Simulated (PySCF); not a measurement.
Al(Me)(OH)(SMe) (C2H7AlOS), SMILES C[S][Al]([CH3])[OH].

The structure is a stationary point at PBE-D3(BJ)/def2-SVP. One conformer was computed; it need not be the lowest.

Level of theory: PBE-D3(BJ)/def2-SVP (PySCF 2.14.0).

Frequencies are harmonic and unscaled.

```
mode  ν (cm⁻¹)  IR (km/mol)   moving atoms (share of kinetic energy)
----  --------  -----------  ---------------------------------------
1           43          0.1                                   H 91 %
2           73          3.5                   H 40 %, C 34 %, S 22 %
3          106          0.6                                   H 87 %
4          120          1.7          C 43 %, H 25 %, O 14 %, Al 12 %
5          181          8.2                   O 33 %, C 32 %, H 25 %
6          199         15.2                  Al 57 %, O 17 %, H 16 %
7          236          5.9  C 24 %, S 23 %, O 20 %, Al 18 %, H 15 %
8          286        102.9                                   H 92 %
9          443         16.5   S 45 %, Al 19 %, C 16 %, H 11 %, O 9 %
10         530        130.9                           H 77 %, O 16 %
11         629         34.2           H 41 %, C 31 %, Al 18 %, O 8 %
12         632         39.6                           H 76 %, C 18 %
13         685         10.6                   C 53 %, S 25 %, H 17 %
14         691        148.6           H 36 %, C 27 %, Al 24 %, S 8 %
15         844         98.7                  Al 45 %, O 41 %, H 11 %
16         933          6.0                           H 85 %, C 14 %
17         955         10.2                           H 83 %, C 15 %
18        1165         18.1                           H 79 %, C 20 %
19        1283          8.2                           H 88 %, C 12 %
20        1375          1.5                                   H 96 %
21        1378          2.2                                   H 95 %
22        1406          5.3                                   H 96 %
23        1412          4.4                                   H 95 %
24        2969          2.8                                   H 97 %
25        2985         29.9                                   H 98 %
26        3062          3.2                            H 91 %, C 9 %
27        3075          2.9                            H 91 %, C 9 %
28        3093          3.9                           H 90 %, C 10 %
29        3104          0.2                           H 90 %, C 10 %
30        3822         74.4                                   H 94 %
```
